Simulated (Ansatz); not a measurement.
Ansatz (a first-principles code) job for BrCl2H2NSn, SMILES [NH2][Sn]([Cl])([Cl])[Br], PBE/def2-SVPD. Geometry: r2SCAN-D4/def2-SVP. The def2 effective core potentials stand for the cores of Sn; spin–orbit coupling is left out. Other conformers were not sampled.

Ansatz 0.2 input:
```yaml
crystal:
  periodic: [false, false, false]
  atoms:
    - {symbol: N, position_ang: [-1.04110438, 2.15299881, 0.00000000]}
    - {symbol: Sn, position_ang: [-0.40160905, 0.23081202, 0.00000000]}
    - {symbol: Cl, position_ang: [-1.27478502, -0.79147107, -1.90705960]}
    - {symbol: Cl, position_ang: [-1.27478501, -0.79147107, 1.90705960]}
    - {symbol: Br, position_ang: [2.05993748, -0.14291131, -0.00000000]}
    - {symbol: H, position_ang: [-0.69346913, 2.65015958, -0.82378274]}
    - {symbol: H, position_ang: [-0.69346913, 2.65015958, 0.82378274]}
basis:
  gaussian:
    orbitals: def2-SVPD
hamiltonian:
  xc: {name: PBE}
```

Program output:

```
WARN ansatz: RAYON_NUM_THREADS=1 ignored (pool sized by the plan → 1); use --threads N
Functional definition: PBE
integrals: 0.15 GiB planned
1647 factors; their error is unknown
mean field: 0.70 GiB planned
mean field evaluation 1: about -102401.0214 eV, gradient 6.5e1 eV
mean field evaluation 2: about -102336.2474 eV, gradient 1.4e2 eV
mean field evaluation 4: about -102409.4231 eV, gradient 1.6e1 eV
mean field evaluation 8: about -102410.1016 eV, gradient 7.1e-2 eV
mean field evaluation 16: about -102410.0538 eV, gradient 7.2e-5 eV
mean field -102410.05383292 eV, -3763.5000623323 hartree, gradient 7.2e-5 eV, S^2 0.000000; 0 other end points of the search recorded, 0 dependent functions left out
reference -102410.05388920 eV, -3763.5000644004 hartree; 50, 50 occupied and 113, 113 virtual orbitals, 1647 factors
Total energy: -102410.05388920 eV, -3763.5000644004 hartree
```

Self-consistency was reached.
